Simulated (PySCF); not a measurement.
Species: CH5GeNO.
Atom-mapped SMILES: `[NH2:1][GeH2:2][CH:3]=[O:4]` (hydrogens: H5, H6 on N1; H7, H8 on Ge2; H9 on C3)

Computed with PySCF 2.14.0, PBE0-D3(BJ)/def2-SVP geometry optimisation, gas phase.

(1) Give the optimised bond lengths and angles.

Results:

(1) 
```
          bond  length (bohr)   order
        N1–Ge2          3.473  single
        Ge2–C3          3.779  single
         C3=O4          2.271  double
  N1–H5, N1–H6          1.921  single
Ge2–H7, Ge2–H8          2.915  single
         C3–H9          2.130  single
```

Bonds in one row agree within 0.02 bohr and their mean is given. Orders are formal, as drawn. A selection of angles:
```
    angle  degrees
Ge2–N1–H5    114.3
Ge2–N1–H6    115.4
 H5–N1–H6    108.2
N1–Ge2–C3    106.6
N1–Ge2–H7    116.1
N1–Ge2–H8    106.2
C3–Ge2–H7    108.4
C3–Ge2–H8    109.3
H7–Ge2–H8    110.1
Ge2–C3–O4    122.8
Ge2–C3–H9    116.3
 O4–C3–H9    120.9
```

Torsions: N1–Ge2–C3–O4 -156° (antiperiplanar). The mirror-image conformer, all signs reversed, is as good.

N1 (nitrogen bonded to Ge and 2 H) is pyramidal (angles 115.4°, 114.3° and 108.2°, sum 338.0°, 0.33 Å off the plane of its three neighbours). Ge2 (germanium bonded to C, N and 2 H) is distorted tetrahedral (angles from 106.2° to 116.1°).

Point group: C1 (no symmetry element, even within 0.4 Å). PBE0-D3(BJ)/def2-SVP frequencies: not computed here. One conformer, not necessarily the lowest (H–N1–Ge2–C3 -154° and 80°, N1–Ge2–C3–O4 -156°).
